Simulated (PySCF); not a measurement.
Gas-phase reaction: 2 In(CH₃)₂NH₂ + 3 InH = 5 InH₃ + N₂ + 2 C₂H₂ (acetylene)

Method: PySCF energies plus ideal-gas RRHO corrections (1 bar). † marks an energy on the PBE0/def2-TZVP geometry and frequencies; other levels use their own. All species are closed-shell singlets. B3LYP is the form with VWN-RPA correlation. In: scalar-relativistic def2 core potential, no spin-orbit coupling. Methyl groups turn as free rotors in In(CH₃)₂NH₂. In(CH₃)₂NH₂, InH, InH₃: computed as isolated molecules; such fragments, hydroxides, amides, oligomers or adducts are transient or little studied in the gas. The harmonic model lacks anharmonicity and excited electronic states, which grow with temperature; levels with a mode under 35 cm⁻¹ are left out. Soft modes under 120 cm⁻¹ make the harmonic entropy rough for In(CH₃)₂NH₂.

ΔH° and ΔS° at 298 K: B3LYP/def2-TZVP† 722 kJ, 359 J/K; M06-2X/def2-TZVP† 781 kJ, 359 J/K; PBE/def2-SVP 775 kJ, 345 J/K; PBE0/def2-SVP† 788 kJ, 359 J/K; PBE0/def2-TZVP 780 kJ, 359 J/K.

Q: With the heat capacities included, give log10 K (1 bar) at 500, 600, 1200, 1400, 1600 K from B3LYP/def2-TZVP†, M06-2X/def2-TZVP†, PBE/def2-SVP, PBE0/def2-SVP†, PBE0/def2-TZVP.

A: 
| T (K) | B3LYP/def2-TZVP† | M06-2X/def2-TZVP† | PBE/def2-SVP | PBE0/def2-SVP† | PBE0/def2-TZVP |
|---|---|---|---|---|---|
| 500 | -56.5 | -62.8 | -62.8 | -63.5 | -62.6 |
| 600 | -43.9 | -49.0 | -49.2 | -49.6 | -48.9 |
| 1200 | -11.9 | -14.5 | -15.0 | -14.8 | -14.5 |
| 1400 | -7.3 | -9.6 | -10.1 | -9.8 | -9.5 |
| 1600 | -3.9 | -5.8 | -6.4 | -6.1 | -5.8 |
